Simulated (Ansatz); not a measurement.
**Ligand exchange through a proton shuttle**

Start structure (SiN$_{2}$H$_{9}$F, singlet), relaxed at PBE0-D4/def2-TZVP:

Si1  (-0.954, 0.785, 0.758)
H2  (0.130, 1.631, 1.306)
H3  (-1.558, 1.322, -0.483)
H4  (-0.376, -0.563, 0.446)
N5  (-2.205, 0.740, 1.946)
H6  (2.767, -1.510, -1.198)
N7  (1.816, -1.303, -1.477)
H8  (1.451, 0.263, -1.414)
F9  (1.168, 1.185, -1.314)
H10  (-1.978, 0.562, 2.911)
H11  (-3.107, 0.355, 1.715)
H12  (1.656, -1.723, -2.384)
H13  (1.191, -1.744, -0.812)
(Å)

The step: SiNH₅ ([NH2][SiH3]) + NH₃ + HF → SiN₂H₆ ([NH2][SiH2][NH2]) + HF + H₂; bonds formed: Si1–N7, H2–H8, H6–F9; bonds broken: Si1–H2, H6–N7, H8–F9. Program: Ansatz 0.2.0. Basis: def2-TZVPP and def2-QZVPP. Cores are frozen in the correlated methods. Extrapolation: Hartree–Fock as exp(−7.88 √X), correlation as X^−2.97. Energies below are by CCSD(T) at an estimated basis limit (MP2 extrapolated from triple and quadruple zeta, plus CCSD(T) − MP2 in triple zeta).

Problem. What are the electronic barrier and the energy of the step, from the start structure to the end structure? (To be estimated.)

Solution. Computed: Barrier 1.193 eV; step energy -0.346 eV (downhill); reverse barrier, their difference, 1.539 eV. Barrier and step energy count from the start structure, the reverse barrier from the end structure.

The saddle point: One imaginary mode of 766i cm⁻¹.
```
  pair  start (Å)  saddle (Å)  end (Å)
Si1–N7       4.13        1.88     1.75
 H2–H8       3.32        0.95     0.75
 H6–F9       3.14        1.42     0.97
Si1–H2       1.48        1.89     4.08
 H6–N7       1.01        1.09     1.65
 H8–F9       0.97        1.22     2.49
```

Zero-point energy (harmonic, PBE0-D4): ZPE is 2.723 eV at the start and 2.703 eV at the saddle, so the barrier goes from 1.193 to 1.173 eV.

No T1 diagnostic of these runs exceeds 0.012.

Labels in which every atom is bracketed show which atoms are joined, not bond orders.

For scale, one of the runs: CCSD(T)/def2-TZVPP, 261 basis functions, launched by `ansatz run in.yaml --threads 8 --pin off --events-out ev --progress --plain --max-ram 19148MiB`. The run took 94 s on 8 CPU threads of an Arm Neoverse V1 (shared host), with 6.4 GiB of host memory at its peak.
